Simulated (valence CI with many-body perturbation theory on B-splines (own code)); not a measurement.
**Forbidden lines of Mo⁹⁺**

Method: relativistic CI+MBPT: five valence electrons over a frozen Dirac-Fock core [Ar] 3d10, radial functions for each j: 9 s, 9 p, 8 d, 6 f, 3 g, 1 h, with the one-electron correlation potential Σ1 (screened to all orders), the two-electron term Σ2, the three-electron term Σ3, Breit, model QED; selected single and double excitations, second order for the rest, scaled by the run's own slope (own B-spline code, finite nucleus).

No measured levels were compared; by estimate levels hold to about 250 cm⁻¹ or 0.2 % of their energy and the worst to 1 %, as in measured heavy ions of charge 2 to 7; those with d or f electrons hold less well. Among the levels kept, up to 720 cm⁻¹ of a level comes from second order outside the variational space, and about a tenth of that is noise between levels of different J, which matters for small intervals.

Lines 1 to 20 of 20 in falling wavelength, among levels below 69.418 eV, chosen from the decays that carry over 1 % of a level's rate. Wavelengths and rates use the calculated energies, so an error of 700 cm⁻¹ moves a line at 5717 Å by 4 % and its rate by three times that or more. Electric multipoles are in the length gauge, E1 and E2 with the static RPA response of the core. S is in atomic units (e²a₀⁴ for E2 and M2, e²a₀⁶ for E3), for M1 in squared Bohr magnetons. Weak lines are less certain than strong ones. Lines between different terms over intervals too small for the method are left out, as are lines whose strength nearly cancels.

Names give the largest LS component (configuration and term), which can be under half, so a name can repeat, a term be missing and a line seem to break the LS rules; names also repeat where a configuration has a term twice.

| λ vac (Å) | Upper | Lower | Type | A (s⁻¹) | S (a.u.) |
| --- | --- | --- | --- | --- | --- |
| 11570 | 4s2 4p3 2D°_5/2 | 4s2 4p3 2D°_3/2 | M1 | 5.21e+00 | 1.80e+00 |
| 10730 | 4s2 4p2 4d 4F_9/2 | 4s2 4p2 4d 4F_7/2 | M1 | 1.76e+01 | 8.05e+00 |
| 6585 | 4s2 4p3 2P°_3/2 | 4s2 4p3 2P°_1/2 | M1 | 2.30e+01 | 9.76e-01 |
| 5717 | 4s2 4p2 4d 2G_9/2 | 4s2 4p2 4d 4D_7/2 | M1 | 1.48e+01 | 1.02e+00 |
| 3700 | 4s2 4p3 2D°_3/2 | 4s2 4p3 4S°_3/2 | M1 | 1.63e+02 | 1.23e+00 |
| 3507 | 4s2 4p3 2P°_1/2 | 4s2 4p3 2D°_3/2 | M1 | 6.24e+01 | 1.99e-01 |
| 2852 | 4s2 4p3 2P°_3/2 | 4s2 4p3 2D°_5/2 | M1 | 1.53e+02 | 5.26e-01 |
| 2804 | 4s2 4p3 2D°_5/2 | 4s2 4p3 4S°_3/2 | M1 | 1.74e+01 | 8.55e-02 |
| 2804 | 4s2 4p3 2D°_5/2 | 4s2 4p3 4S°_3/2 | E2 | 6.83e-01 | 6.34e-01 |
| 2707 | 4s2 4p2 4d 2G_9/2 | 4s2 4p2 4d 4F_9/2 | M1 | 1.84e+02 | 1.35e+00 |
| 2288 | 4s2 4p3 2P°_3/2 | 4s2 4p3 2D°_3/2 | M1 | 5.94e+02 | 1.06e+00 |
| 2162 | 4s2 4p2 4d 2G_9/2 | 4s2 4p2 4d 4F_7/2 | M1 | 1.55e+02 | 5.80e-01 |
| 1800 | 4s2 4p3 2P°_1/2 | 4s2 4p3 4S°_3/2 | M1 | 3.77e+02 | 1.63e-01 |
| 1414 | 4s2 4p3 2P°_3/2 | 4s2 4p3 4S°_3/2 | M1 | 3.10e+02 | 1.30e-01 |
| 1032 | 4s2 4p2 4d 4F_9/2 | 4s 4p4 2D_5/2 | E2 | 3.56e+00 | 3.72e-02 |
| 747.1 | 4s2 4p2 4d 2G_9/2 | 4s 4p4 2D_5/2 | E2 | 3.73e+01 | 7.75e-02 |
| 650.8 | 4s2 4p2 4d 4F_9/2 | 4s 4p4 4P_5/2 | E2 | 7.43e+01 | 7.74e-02 |
| 524.6 | 4s2 4p2 4d 2G_9/2 | 4s 4p4 4P_5/2 | E2 | 7.08e+01 | 2.51e-02 |
| 291.7 | 4s2 4p2 4d 4F_9/2 | 4s2 4p3 2D°_5/2 | M2 | 5.59e+01 | 1.05e-03 |
| 264.2 | 4s2 4p2 4d 4F_9/2 | 4s2 4p3 4S°_3/2 | E3 | 2.72e+00 | 7.77e+00 |
